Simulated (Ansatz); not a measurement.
Task: Name a neutral molecule of C, Ge, O and H with HOMO energy (B3LYP/def2-TZVPP) between -6.85 and -6.55 eV and size of the dipole moment (PBE/def2-TZVPP) between 2.10 and 2.40 D (Ansatz, PBE0-D4/def2-TZVP geometry).

Result: `C[C](=O)[GeH3]` (-6.68 eV, 2.26 D). Other molecules can fit too; these were computed, each in one conformer that needn't be the lowest.

B3LYP here is the variant with VWN-RPA as its local correlation; programs differ in this.
